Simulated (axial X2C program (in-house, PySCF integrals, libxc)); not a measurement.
**NSbN⁺: properties at the nuclei**

Computed with an axial X2C code built on PySCF integrals: two-component X2C with atomic mean-field Coulomb and Gaunt terms, Gaussian nuclei, basis N dyall-av3z, Sb dyall-v3z with contracted cores.

N–Sb–N held linear, with bonds 1.914 and 1.914 Å (near the PBE0 minimum at charge 1 of the determinant lowest at the starting distance; the state shown can have its own minimum elsewhere, held linear; other orders of the atoms were not compared).

Determinant lowest in the PBE0 search, Ω = 1 (⟨Sz⟩ = 1.00, ⟨Lz⟩ = 0.00 at PBE0), spin on the atoms N 0.77, Sb -0.55, N 0.77:

| level | A∥/gI N (MHz) | qzz N (a.u.) | A∥/gI Sb (MHz) | qzz Sb (a.u.) |
| --- | --- | --- | --- | --- |
| PBE0 | -90.2 | 0.33 | -404 | -3.55 |
| HF | -65.9 | 0.27 | -2870 | -3.21 |
| LDA | -90.2 | 0.36 | -283 | -3.49 |

Determinant 1.54 eV from it at PBE0 and this distance, Ω = 0 (closed shell), highest spinor 90% N p, 9% Sb d:

```csv
level,qzz N (a.u.),qzz Sb (a.u.)
PBE0,0.32,-4.53
HF,0.23,-4.55
LDA,0.33,-3.82
```

A∥ (defined per Ω) follows by multiplying with gI = μI/(I μN); qzz is the electric field gradient, eQq0 = 234.96 MHz × Q/barn × qzz. The operators were transformed with the bare-nucleus X2C matrices; with these basis sets, hyperfine constants and field gradients can be off by tens of per cent, and where levels differ in sign neither size nor sign is settled.

Problem. With gI(14N) = 0.4038, Q(14N) = 0.02044 barn, Q(121Sb) = -0.543 barn (g factors from the IAEA table of nuclear moments by Stone; Q from Pyykkö, Mol. Phys. 2018), turn the PBE0 values of the first state into constants in MHz.

Solution. A∥(14N) = -90.2 × 0.4038 = -36.4 MHz; eQq0(14N) = 234.96 × (0.02044) × (0.33) = 1.58 MHz; eQq0(121Sb) = 234.96 × (-0.543) × (-3.55) = 453 MHz.

The molecule was held linear; bending was not examined, so a bent shape may lie lower.

Each state is one determinant with collinear spin, which with several unpaired electrons need not be a pure state. Unrestricted Hartree–Fock can overshoot spin polarisation at the nuclei. A closed determinant beside an open π² or δ² triplet, such as (π1/2)², mixes with its partner pair into the 0⁺ component of the triplet and ¹Σ⁺, so its energy is not that of a level, and 0⁺ can lie lowest. With several open shells hyperfine constants can be off by a factor of several. In the state Ω = 1 the atomic spins oppose each other (0.77, -0.55, 0.77): a broken-symmetry determinant whose values are not spin-projected. Open-shell Ω = 0 determinants with evenly filled partner blocks cannot be reached by this program, so the Ω shown need not be the lowest component. The search compared states at one distance, so a state with another bond length can lie lower. Where a field gradient or hyperfine factor spreads by more than a factor of two over the levels, a constant derived from it is not to be relied on. PBE0 term energies can be off by some tenths of an eV.
